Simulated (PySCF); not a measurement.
**[BiS2]-, singlet: computed properties**

Method: PBE0/[Bi def2-TZVPD with ECP60, S def2-TZVPD], scalar-relativistic core potentials, density fitting, no spin–orbit coupling, PySCF.

The structure is a minimum.

```xyz
3
charge -1 multiplicity 1, angstrom
Bi    0.0000    0.0000   -0.3127
S     1.9625    0.0000    1.0221
S    -1.9625    0.0000    1.0221
```

```json
{
 "Point group": "C2v",
 "Bond lengths": "Bi–S 2.373 Å (×2)",
 "Bond angles": "S–Bi–S 111.6°",
 "Highest occupied level": "-1.69 eV",
 "Entropy at 298.15 K and 1 bar": "307.7 J/(mol K)",
 "Rotational symmetry number": "2",
 "Principal quadrupole moments (Buckingham, traceless) about the centre of mass": "-22.17, 4.77, 17.40 D Å",
 "Zero-point energy": "5.5 kJ/mol",
 "Lowest empty level": "1.41 eV",
 "Heat capacity Cp at 298.15 K": "53.8 J/(mol K)",
 "Principal polarisabilities": "84.1, 113.0, 175.5 bohr³",
 "Dipole moment about the centre of mass": "5.81 D",
 "Enthalpy at 298.15 K above 0 K": "13.36 kJ/mol",
 "Rotational constants": "0.1932, 0.06845, 0.05055 cm⁻¹"
}
```

Harmonic modes (masses in u: Bi 208.980, S 31.972):
| symmetry | ω (cm⁻¹) | IR (km/mol) | μ (u) | type |
| --- | --- | --- | --- | --- |
| a1 | 133 | 8.0 | 36.21 | bend |
| b2 | 381 | 157 | 37.46 | stretch |
| a1 | 398 | 17.8 | 34.81 | stretch |

In C2v the vibrations span 2a1 + b2. Here b1 is antisymmetric to the molecular plane and b2 lies in it.

Charges (e); Mulliken and Löwdin values are unreliable with diffuse functions:
```csv
atom,Mulliken,Löwdin,polar tensor,Mayer order to Bi1
Bi1,0.50,0.17,0.78,–
"S2,3",-0.75,-0.59,-0.89,1.57
```

Mulliken populations on Bi1 (electrons outside its core potential): s 3.90, p 8.34, d 10.20, f 0.05.

Counting electrons, bismuth keeps 2 of its valence electrons outside its bonds, so the VSEPR class is AX2E1 and the expected shape is bent (C2v), as computed.

Other isomers or separated fragments may lie lower. The lowest empty level of this anion is unbound, so it and the gap depend on the basis. Spin–orbit coupling, left out here, can matter for elements this heavy.

The final relaxation and frequency run took of the order of 90 core-seconds on a shared host.
